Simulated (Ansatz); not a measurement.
Ansatz (a first-principles code) input (B2PLYP/def2-TZVPD):

Ansatz 0.2 input:
```yaml
crystal:
  periodic: [false, false, false]
  atoms:
    - {symbol: Mg, position_ang: [-0.00000000, -0.00000000, -1.77413315]}
    - {symbol: Br, position_ang: [0.00000000, 0.00000000, 0.60827422]}
basis:
  gaussian:
    orbitals: def2-TZVPD
hamiltonian:
  xc: {name: B2PLYP}
total_charge: 1
magnetization: {spin_polarized: false}
correlation: {electrons: outside_noble_gas}
```

End of the output:

```
integrals: 0.04 GiB planned
670 factors; integrals over basis functions are off by at most 1.2e-3 eV
mean field: 0.28 GiB planned
mean field evaluation 1: about -75464.0976 eV, gradient 3.7e1 eV
mean field evaluation 2: about -75464.1294 eV, gradient 3.7e1 eV
mean field evaluation 4: about -75468.2845 eV, gradient 2.5e0 eV
mean field evaluation 8: about -75468.3138 eV, gradient 2.0e-1 eV
mean field evaluation 16: about -75468.3140 eV, gradient 8.7e-5 eV
mean field -75468.31397542 eV, -2773.4093843362 hartree, gradient 1.9e-6 eV, S^2 0.000000; 0 other end points of the search recorded, 0 dependent functions left out
19 core orbitals not correlated
reference -75468.31410316 eV, -2773.4093890305 hartree; 4, 4 occupied and 69, 69 virtual orbitals, 670 factors
second order -5.86592905 eV of doubles, -0.00000000 eV of singles
Total energy: -75469.89790400 eV, -2773.4675926380 hartree
```

This state (charge 1, singlet) is run at the relaxed geometry of the species with charge 0 and multiplicity 2.
